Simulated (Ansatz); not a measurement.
CH$_{3}$S (SMILES C[S]), doublet, geometry from GFN2-xTB; BLYP/cc-pVTZ (Ansatz, a quantum-chemistry and plane-wave program).

Input for Ansatz:
Ansatz 0.2 input:
```yaml
crystal:
  periodic: [false, false, false]
  atoms:
    - {symbol: C, position_ang: [0.01437225, 1.10467196, 0.00732222]}
    - {symbol: S, position_ang: [-0.00894335, -0.68739846, -0.00455636]}
    - {symbol: H, position_ang: [1.04719307, 1.44329523, 0.02596812]}
    - {symbol: H, position_ang: [-0.50936900, 1.45780609, 0.89203890]}
    - {symbol: H, position_ang: [-0.48096403, 1.46924225, -0.88903858]}
basis:
  gaussian:
    orbitals: cc-pVTZ
hamiltonian:
  xc: blyp
magnetization: {spin_polarized: true, initial_magnetization: 1}
scf: {lower_state_search: off}
```

Output, abridged:

```
Functional definition: BLYP
these checks for a lower state are left out or cut short: stability, starts, cluster_reference, orbital_swaps, neighbouring_geometries, increment
612 factors; their error is unknown
mean field evaluation 1: about -11913.0202 eV, gradient 4.0e1 eV
mean field evaluation 2: about -11893.4943 eV, gradient 6.5e1 eV
mean field evaluation 4: about -11920.2216 eV, gradient 4.5e0 eV
mean field evaluation 8: about -11920.3072 eV, gradient 1.8e-1 eV
mean field evaluation 16: about -11920.3073 eV, gradient 1.4e-4 eV
mean field -11920.30729704 eV, -438.0632132919 hartree, gradient 3.2e-6 eV, S^2 0.752939; 0 other end points of the search recorded, 0 dependent functions left out
reference -11920.30755272 eV, -438.0632226877 hartree; 13, 12 occupied and 93, 94 virtual orbitals, 612 factors
Total energy: -11920.30755272 eV, -438.0632226877 hartree
Checks for a lower state left out: stability, starts, cluster_reference, orbital_swaps, neighbouring_geometries, increment
```
